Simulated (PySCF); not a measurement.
Computed with PySCF 2.14.0 with ωB97X-D3(BJ)/def2-TZVP // B3LYP-D3(BJ)/def2-SVP. Gas-phase values, no solvent. One relaxed conformer stands for a flexible species; it need not be the lowest. Delta-SCF ions had no search for a lower state. 

Reference species (SMILES): `IB(I)I` (neutral, multiplicity 1).

The HOMO–LUMO gap comes out as 9.09 eV and the S1 oscillator strength is 0.000. The vertical ionisation energy (Delta-SCF) comes out as 9.72 eV.

Changed species: `CN(C)B(I)I` (C–N–B–I torsion 0°) (2 of 3 N(CH3)2 replaced by I; the reference has 3 of 3 N(CH3)2 replaced by I).

**Question.** Give the shifts of the HOMO–LUMO gap, S1 oscillator strength and vertical ionisation energy (Delta-SCF).

**Answer.** the HOMO–LUMO gap increases by 1.67 eV, to 10.76 eV; the S1 oscillator strength stays essentially unchanged; the vertical ionisation energy (Delta-SCF) drops by 0.50 eV, to 9.22 eV.
